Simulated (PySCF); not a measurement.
Which level of theory gave which numbers?

Species: Zn(NH2)2 (singlet state).
Geometry (PBE0-D3(BJ)/def2-SVP, Å), atoms numbered from 1 in this order:
```xyz
7
H4N2Zn angstrom
Zn     0.0336   -0.0414    0.0001
N      0.2097   -0.0067    1.8063
H     -0.0937    0.8317    2.2947
H     -0.1360   -0.8046    2.3331
N     -0.0008   -0.2101   -1.8067
H      0.8122    0.1063   -2.3289
H     -0.8250    0.1248   -2.2985
```

The closed-shell ground state was solved 3 times with PySCF (density fitting, gas phase), always in the pcSseg-1 (pcSseg-2 on Zn) basis (127 functions), with these functionals: B3LYP, PBE and PBE0.

| row | total energy (Eh) | HOMO (eV) | LUMO (eV) | dipole (D) |
| --- | --- | --- | --- | --- |
| P | -1890.9622 | -6.46 | 0.15 | 1.47 |
| Q | -1891.4004 | -6.19 | -0.18 | 1.44 |
| R | -1890.9468 | -5.02 | -0.71 | 1.36 |

Task: Which functional belongs to which row?

Result: P = PBE0, Q = B3LYP, R = PBE. By rising HOMO–LUMO gap: PBE (GGA) 4.31 eV; B3LYP (global hybrid, 20 % exact exchange) 6.01 eV; PBE0 (global hybrid, 25 % exact exchange) 6.61 eV. Total energies of different functionals aren't bounds to one another; each is stationary for its own functional.
